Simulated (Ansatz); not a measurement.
Gas-phase electronic energies from Ansatz, PBE0-D4/def2-TZVP geometries. CBS: MP2 limit from def2 TZ/QZ plus the TZ coupled-cluster correction, frozen cores. This one scheme is used for every species, atoms too. Functionals use def2-TZVPP. Open shells (•) are unrestricted, without spin–orbit coupling. Spin–orbit coupling would lower the free atoms: a little for C, O, Si. Each species was taken in one conformer, which may not be the lowest.

`O=C=N[SiH2]O` → C• + 3 H• + N• + 2 O• + Si•  (atomization)

`O=C=N[SiH2]O`:

Cartesian coordinates in Å:
```
O -0.956 2.721 1.407
C -0.465 1.763 0.965
N 0.060 0.773 0.551
Si 0.508 -0.492 -0.511
O -0.695 -1.584 -0.689
H 0.752 0.067 -1.855
H 1.719 -1.106 0.077
H -0.924 -2.143 0.054
```

CCSD(T)/CBS gives +3380.2 kJ/mol.

Q: Another level gave +3351.1 kJ/mol. Which?
A. SCS-MP2/def2-TZVPP
B. BHLYP/def2-TZVPP
C. r2SCAN-D4/def2-TZVPP
D. r2SCANh/def2-TZVPP

A: D. r2SCANh 3351.1, r2SCAN-D4 3397.6, SCS-MP2/def2-TZVPP 3362.1, BHLYP 3206.2 kJ/mol.

Q: What do rigid-rotor, harmonic-oscillator terms from PBE0-D4/def2-TZVP frequencies (298.15 K, 1 bar) make of the CCSD(T)/CBS value? (An estimate is asked.)

A: The calculation gave: ΔZPE = -119.5 kJ/mol, ΔH = +3291.1 kJ/mol, ΔS = 806 J/(mol·K), ΔG = +3050.9 kJ/mol. Open shells count their whole term as degenerate. Modes under 50 cm⁻¹ make the entropy rough.

Largest T1 diagnostic among the species: 0.015.

From BLYP to BHLYP (50 % exact exchange), in def2-TZVPP and without D4, ΔE moves by −191.7 kJ/mol: exact exchange takes away binding that semilocal exchange gives to molecules. At CCSD(T), def2-SVP lies −252.0 kJ/mol from the extrapolated value and def2-TZVPP −113.2 kJ/mol: correlation converges slowly with the basis, and small sets miss more of it in the bonded molecule than in its fragments.

For atomizations the MP2-based limit and the directly extrapolated one differ by several kJ/mol either way, and by 10 to 25 for some Ge, Se and Sn compounds, so smaller differences from it don't rank the levels.
